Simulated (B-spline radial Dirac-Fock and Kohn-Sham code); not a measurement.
**Elastic and transport cross sections of iron for electrons**

These are calculated numbers from a B-spline atomic structure program; the model is relativistic (Dirac) partial waves in the static field of the Dirac-Fock atom with Furness-McCarthy exchange, without polarisation or absorption potentials. σ_tr1 and σ_tr2 weight the cross section with 1 − P₁ and 1 − P₂ of cos θ; "backward" is the share scattered beyond 90°.

| energy (eV) | σ (a₀²) | σ_tr1 (a₀²) | σ_tr2 (a₀²) | σ/σ_tr1 | backward (%) |
| --- | --- | --- | --- | --- | --- |
| 26500 | 0.645 | 0.00620 | 0.0149 | 104 | 0.10 |
| 30000 | 0.584 | 0.00500 | 0.0121 | 117 | 0.087 |
| 30500 | 0.576 | 0.00486 | 0.0118 | 118 | 0.085 |
| 30800 | 0.571 | 0.00478 | 0.0116 | 119 | 0.084 |
| 32000 | 0.554 | 0.00448 | 0.0109 | 124 | 0.080 |
| 47300 | 0.404 | 0.00228 | 0.00565 | 177 | 0.049 |
| 50000 | ? | ? | ? | ? | ? |
| 63700 | 0.319 | 0.00136 | 0.00343 | 234 | 0.034 |
| 73500 | 0.285 | 0.00107 | 0.00270 | 268 | 0.028 |
| 80500 | 0.266 | 0.000911 | 0.00232 | 292 | 0.025 |
| 92600 | 0.240 | 0.000718 | 0.00184 | 334 | 0.021 |
| 99600 | 0.227 | 0.000634 | 0.00163 | 358 | 0.019 |

Q: Fill in the row for 50 keV.

A: σ = 0.386 a₀², σ_tr1 = 0.00207 a₀², σ_tr2 = 0.00515 a₀², σ/σ_tr1 = 187, backward 0.046 %. The ratio σ/σ_tr1 is roughly the number of elastic collisions that randomise the direction.
